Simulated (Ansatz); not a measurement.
`CI` + F• → `[CH2]I`• + H–F  (hydrogen abstraction from a C–H bond)

Gas-phase electronic energies from Ansatz, PBE0-D4/def2-TZVP geometries. CBS: MP2 limit from def2 TZ/QZ plus the TZ coupled-cluster correction, frozen cores. This one scheme is used for every species, atoms too. No spin–orbit coupling; open shells (•) take unrestricted orbitals. Spin–orbit coupling would lower the free atoms: a little for F. Elements past krypton have def2 core potentials. Bonds to I are less sure, by a few kJ/mol each and by 10 to 20 or more in all where they break to atoms, as the def2 sets lack core-valence functions.

| level | ΔE (eV) |
| --- | --- |
| SCS-MP2/def2-TZVPP | -1.30 |
| SCS-MP2/def2-QZVPP | -1.37 |

What does CCSD(T)/CBS give? (An estimate is asked.)

Computed: -1.44 eV. The listed levels differ from it by 0.14, 0.07 eV.

Largest T1 diagnostic among the species: 0.016.

At CCSD(T), def2-SVP lies +0.43 eV from the extrapolated value and def2-TZVPP +0.11 eV. From PBE to PBE0 (25 % exact exchange), in def2-TZVPP and without D4, ΔE moves by +0.24 eV. In def2-TZVPP, CCSD(T) changes the Hartree–Fock value by −0.80 eV (the triples alone add −0.05 eV) and MP2 by −0.96 eV.

CCSD(T)/CBS has its own doubt, a few kJ/mol and more with outer-core shells, so smaller differences from it don't rank the levels.
